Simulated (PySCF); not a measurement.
## Lithium: a sound run and one with changed settings

Sound run: Li⁺ 1s2, Li²⁺ 1s1. Computed with PySCF 2.14 in pcseg-2 (4s2p1d, 15 functions), with no relativity, point nucleus. The sound run starts from symmetry-adapted Hartree-Fock orbitals and uses a fine grid where one is needed.

Changed run: initial guess minao, at most 3 SCF cycles. This setting is unsound on purpose.

```tsv
species	method	sound run (hartree)	changed run (hartree)	converged
Li⁺	UHF	-7.23461	-7.23461	no
Li⁺	PBE	-7.25640	-7.25640	no
Li⁺	LDA	-7.14240	-7.14240	no
Li²⁺	UHF	-4.48157	-4.48157	no
Li²⁺	PBE	-4.47418	-4.47418	no
Li²⁺	LDA	-4.38966	-4.38966	no
```

The SCF was stopped early; the energies are upper bounds that still move, and correlated levels were skipped or rest on poor orbitals.
